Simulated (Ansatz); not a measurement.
```yaml
crystal:
  periodic: [false, false, false]
  atoms:
    - {symbol: C, position_ang: [2.416384, 1.517923, 0.608453]}
    - {symbol: S, position_ang: [1.466997, -0.183365, -0.545852]}
    - {symbol: C, position_ang: [1.857908, 0.508196, -2.682950]}
    - {symbol: C, position_ang: [-0.748740, 0.142212, -0.377640]}
    - {symbol: C, position_ang: [-1.647514, -1.252886, 0.195890]}
    - {symbol: C, position_ang: [-3.390121, -1.114482, 0.330475]}
    - {symbol: C, position_ang: [-4.197473, 0.387193, -0.082762]}
    - {symbol: C, position_ang: [-3.270918, 1.772265, -0.638084]}
    - {symbol: C, position_ang: [-1.529089, 1.657802, -0.791669]}
    - {symbol: H, position_ang: [1.978417, 1.329400, 1.903513]}
    - {symbol: H, position_ang: [3.775834, 1.275815, 0.557321]}
    - {symbol: H, position_ang: [2.068457, 2.743224, 0.073107]}
    - {symbol: H, position_ang: [3.225035, 0.429420, -2.879960]}
    - {symbol: H, position_ang: [1.219951, -0.390663, -3.516902]}
    - {symbol: H, position_ang: [1.403726, 1.793545, -2.912598]}
    - {symbol: H, position_ang: [-0.964320, -2.392882, 0.559225]}
    - {symbol: H, position_ang: [-4.118151, -2.191343, 0.778832]}
    - {symbol: H, position_ang: [-5.564371, 0.486002, 0.035159]}
    - {symbol: H, position_ang: [-3.905357, 2.951703, -0.950426]}
    - {symbol: H, position_ang: [-0.805715, 2.745573, -1.223045]}
    - {symbol: F, position_ang: [1.377488, -3.575167, 1.189242]}
    - {symbol: B, position_ang: [2.175346, -2.491393, 2.339066]}
    - {symbol: F, position_ang: [1.050025, -1.065382, 2.555238]}
    - {symbol: F, position_ang: [2.465013, -3.240124, 3.859206]}
    - {symbol: F, position_ang: [3.661175, -1.842557, 1.617139]}
basis:
  gaussian: {orbitals: "6-31G*"}
magnetization: {spin_polarized: false, initial_magnetization: 2}
hamiltonian: {xc: {name: HSE06}, dispersion: d3bj}
accuracy: high
scf: {omitted_lower_state_checks: [starts]}
```

```sh
$ ansatz run in.yaml --threads 4 --pin off --events-out ev --progress --plain --max-ram 6963MiB
```

Shortened log:

```
Functional definition: HSE06
5553 factors; integrals over basis functions are off by at most 1.5e-7 eV
214 factors; integrals over basis functions are off by at most 1.5e-9 eV
mean field evaluation 1: about -30789.9766 eV, gradient 6.8e1 eV
mean field evaluation 2: about -30789.9817 eV, gradient 6.8e1 eV
mean field evaluation 4: about -30795.2255 eV, gradient 3.8e1 eV
mean field evaluation 8: about -30798.9260 eV, gradient 5.0e0 eV
mean field evaluation 16: about -30799.0335 eV, gradient 9.3e-1 eV
mean field -30799.05254788 eV, -1131.8443047870 hartree, gradient 2.3e-8 eV, S^2 2.000000; 0 other end points of the search recorded, 0 dependent functions left out
reference -30799.05255247 eV, -1131.8443049557 hartree; 59, 57 occupied and 177, 179 virtual orbitals, 5553 factors
Total energy: -30799.52745877 eV, -1131.8617574403 hartree
Checks for a lower state left out: starts
```

It took 77 s on 4 threads of Arm Neoverse V1 on a shared host, peak host memory 2.8 GiB.

The 6-31G sets use Cartesian d functions. HSE06 is defined as in plane-wave codes, on full-range PBE exchange.

With spin_polarized false and unpaired electrons the run is restricted open-shell.
